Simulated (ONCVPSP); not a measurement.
Configuration tests for oxygen (O) (ONCV)

oxygen (O), optimised norm-conserving Vanderbilt (ONCV), made with ONCVPSP 4.0.1 (PBE, non-relativistic). Core [He], reference 2s2 2p4. Waves: 2s: rc 0.85 bohr, ncon 4, nbas 7, qcut 8.4 1/bohr, 2 projectors, debl 3.7 Ha; 2p: rc 1.95 bohr, ncon 5, nbas 9, qcut 6.2 1/bohr, 3 projectors, debl 2.6 Ha. Local part: polynomial inside 0.80 bohr (lpopt 5, dvloc0 0 Ha). Core correction: polynomial model core, fcfact 0.5.

Energies are relative to the spin-unpolarised reference configuration 2s2 2p4; without spin polarisation the order of configurations can differ from experiment.

```
valence configuration  charge  ΔE all-electron (eV)  error AE − PS (meV)
              2s2 2p3      +1                16.439                  +97
              2s2 2p2      +2                50.032                 +705
              2s2 2p1      +3               103.904                +2514
            2s2 2p3.5    +0.5                 6.290                  +17
```

Levels in the configuration 2s2 2p2:

```tsv
level	all-electron (eV)	pseudo (eV)
2s	-58.285	-57.895
2p	-43.246	-42.175
```
